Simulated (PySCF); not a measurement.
Correlation energy of Zr³⁸⁺ (zirconium, charge +38)

1s2, closed-shell 1S. Computed with PySCF 2.14 in an even-tempered Gaussian basis (15 s from 62 bohr⁻², ratio 2.2; 7 p from 95 bohr⁻², ratio 2.4; 4 d from 280 bohr⁻², ratio 2.4; 3 f from 430 bohr⁻², ratio 2.4; 3 g from 640 bohr⁻², ratio 2.4), with the non-relativistic Hamiltonian (point nucleus). Frozen: nothing; 2 electrons correlated; the 11 highest virtual orbitals of each spin left out.

With two correlated electrons CCSD is exact within the correlated space (frozen core and kept virtual orbitals).

```csv
level,correlation energy (mhartree)
CCSD,-45.73
```

Diagnostics: T1 = 1.4e-06, D1 = 0.0000, largest double amplitude 0.001.

**Question.** Is a single reference adequate?

**Answer.** Yes, within this model without spin-orbit coupling: T1 lies below 0.03 and no double amplitude reaches 0.07.

At this charge a non-relativistic calculation is a model, useful for the Z dependence of the correlation energy.
